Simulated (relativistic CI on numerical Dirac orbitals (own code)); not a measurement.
# How well does a small relativistic CI reproduce Ni V?

Method of calculation: Dirac-Coulomb-Breit CI, KLI orbitals optimised for each configuration, model QED, valence Slater integrals scaled by 0.85, P86 correlation energy added to each configuration (own radial code, finite nucleus).

Configuration list (outside the closed core [Ne]): 3s2 3p6 3d6, 3s2 3p6 3d5 4s, 3s2 3p6 3d5 4p, 3s2 3p5 3d7, 3s2 3p6 3d5 4d, 3s2 3p6 3d5 5s, 3s2 3p6 3d5 5p, 3s2 3p6 3d4 4s2, 3s2 3p6 3d5 4f, 3s2 3p6 3d5 5d, 3s2 3p4 3d8, 3s2 3p6 3d4 4s 4p, 3s2 3p6 3d5 5g, 3s 3p6 3d7. Levels of other configurations are missing.

```tsv
Configuration	Term (tabulated)	J	Measured (cm⁻¹)	Computed	Error	Purity (%)
3s2 3p6 3d6	5D	4	0.0	0	0	99
3s2 3p6 3d6	5D	3	889.7	869	-21	99
3s2 3p6 3d6	5D	2	1489.9	1448	-42	99
3s2 3p6 3d6	5D	1	1871.5	1816	-56	99
3s2 3p6 3d6	5D	0	2057.6	1994	-63	99
3s2 3p6 3d6	3P2	2	26153.0	23173	-2980	99
3s2 3p6 3d6	3H	6	27111.2	26412	-699	99
3s2 3p6 3d6	3H	5	27578.2	26845	-733	96
3s2 3p6 3d6	3H	4	27858.8	27389	-469	74
3s2 3p6 3d6	3P2	1	28697.6	25670	-3027	99
3s2 3p6 3d6	3F2	4	29123.7	26593	-2531	70
3s2 3p6 3d6	3F2	3	29570.8	27337	-2233	97
3s2 3p6 3d6	3P2	0	29640.0	26555	-3085	97
3s2 3p6 3d6	3F2	2	29899.2	27647	-2252	99
3s2 3p6 3d6	3G	5	33256.5	31727	-1530	96
3s2 3p6 3d6	3G	4	34061.7	32473	-1588	94
3s2 3p6 3d6	3G	3	34416.4	32809	-1607	97
3s2 3p6 3d6	1I	6	41252.2	40099	-1153	99
3s2 3p6 3d6	3D	2	41626.9	38807	-2820	96
3s2 3p6 3d6	3D	1	41701.1	38904	-2797	99
3s2 3p6 3d6	3D	3	41920.2	39121	-2799	99
3s2 3p6 3d6	1G2	4	42208.1	38981	-3227	97
3s2 3p6 3d6	1S2	0	47699.7	42395	-5304	97
3s2 3p6 3d6	1D2	2	48607.0	44895	-3712	96
3s2 3p6 3d6	1F	3	57924.1	54397	-3527	98
3s2 3p6 3d6	3P1	0	66737.8	61810	-4928	99
3s2 3p6 3d6	3P1	1	67547.9	62614	-4933	99
3s2 3p6 3d6	3F1	2	68632.1	63966	-4667	99
3s2 3p6 3d6	3F1	4	68718.7	64089	-4630	99
3s2 3p6 3d6	3F1	3	68854.7	64213	-4642	98
3s2 3p6 3d6	3P1	2	69156.1	64198	-4958	99
3s2 3p6 3d6	1G1	4	77899.5	73041	-4858	99
3s2 3p6 3d6	1D1	2	104420.5	97467	-6954	99
3s2 3p6 3d5 4s	7S	3	164525.9	171166	6640	100
3s2 3p6 3d5 4s	5S	2	178019.8	184627	6607	100
3s2 3p6 3d5 4s	5G	6	208046.4	212090	4043	100
3s2 3p6 3d5 4s	5G	5	208131.0	212174	4043	100
3s2 3p6 3d5 4s	5G	2	208151.5	212201	4049	99
3s2 3p6 3d5 4s	5G	4	208163.7	212208	4045	100
3s2 3p6 3d5 4s	5G	3	208164.6	212212	4047	100
3s2 3p6 3d5 4s	5P	3	212095.8	217935	5840	88
3s2 3p6 3d5 4s	5P	2	212253.4	218093	5839	90
3s2 3p6 3d5 4s	5P	1	212455.7	218312	5856	95
3s2 3p6 3d5 4s	5D	4	216189.9	221560	5370	96
3s2 3p6 3d5 4s	5D	0	216305.7	221671	5366	99
3s2 3p6 3d5 4s	5D	1	216434.7	221815	5380	94
3s2 3p6 3d5 4s	5D	2	216590.5	221982	5392	89
3s2 3p6 3d5 4s	5D	3	216596.0	221985	5389	89
3s2 3p6 3d5 4s	3G	5	217048.7	221083	4035	100
3s2 3p6 3d5 4s	3G	3	217101.0	221140	4039	99
3s2 3p6 3d5 4s	3G	4	217129.1	221147	4018	96
3s2 3p6 3d5 4s	3P	2	221087.6	226902	5814	87
3s2 3p6 3d5 4s	3P	1	221429.0	227251	5822	91
3s2 3p6 3d5 4s	3D	3	225200.7	230531	5330	99
3s2 3p6 3d5 4s	3D	1	225545.1	230907	5362	92
3s2 3p6 3d5 4s	3D	2	225616.5	230986	5370	88
3s2 3p6 3d5 4s	3I	6	229408.8	230914	1506	99
3s2 3p6 3d5 4s	3I	5	229413.0	230923	1510	99
3s2 3p6 3d5 4s	3I	7	229440.6	230934	1494	100
3s2 3p6 3d5 4s	3D †	3	232545.9	237544	4998	59
3s2 3p6 3d5 4s	3D †	1	232910.8	239819	6908	58
3s2 3p6 3d5 4s	1I	6	233839.2	235361	1522	98
3s2 3p6 3d5 4s	5F	5	234082.1	238316	4234	97
3s2 3p6 3d5 4s	5F	4	234125.4	238416	4290	96
3s2 3p6 3d5 4s	5F	3	234275.2	238639	4364	80
3s2 3p6 3d5 4s	5F †	2	234412.7	238867	4455	59
3s2 3p6 3d5 4s	5F †	1	235116.5	237716	2600	58
3s2 3p6 3d5 4s	3F	4	235420.6	240044	4624	97
```

Measured levels from Corliss and Sugar, J. Phys. Chem. Ref. Data 10, 197 (1981); pairs were made by configuration, J and term (by order where the table uses no LS term), so strongly mixed levels may be paired wrongly.

Mean error by configuration (cm⁻¹): 3s2 3p6 3d6 -2776; 3s2 3p6 3d5 4s 4556. Over the excited levels the mean absolute error is 3652 cm⁻¹ (67 of the 69 excited levels that our extract of the source holds in range could be paired, and the others can miss by more), and the median relative error of those above 1,000 cm⁻¹ is 2.8 %. † marks terms whose computed intervals miss the measured ones by more than a factor of 2.5, or configurations far off the rest, from wrong mixing, a near crossing or a doubtful label or measurement; they are left out of the means.
